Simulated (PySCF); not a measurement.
Z-matrix (Å, degrees):
```
Hf
C 1 2.1926
H 2 1.1129 1 112.23
H 2 1.1135 3 107.63 1 -122.02
H 2 1.1135 3 107.62 4 -116.02
C 1 2.1926 2 102.23 3 179.61
H 6 1.1127 1 112.24 2 179.78
H 6 1.1132 7 107.63 1 -122.05
H 6 1.1133 7 107.62 8 -116.02
Cl 1 2.3632 2 108.23 3 -66.32
Cl 1 2.3633 2 108.24 3 65.47
```
Charge 0, multiplicity 1.

### Question
What is the computed HOMO–LUMO gap, dipole moment and HOMO (PySCF 2.14.0 with TPSSh-D3(BJ)/def2-TZVP // PBE-D3(BJ)/def2-SVP)?

### Answer

| Item | Result |
|---|---|
| HOMO–LUMO gap | 5.51 eV |
| dipole moment | 1.44 D |
| HOMO | -7.43 eV |
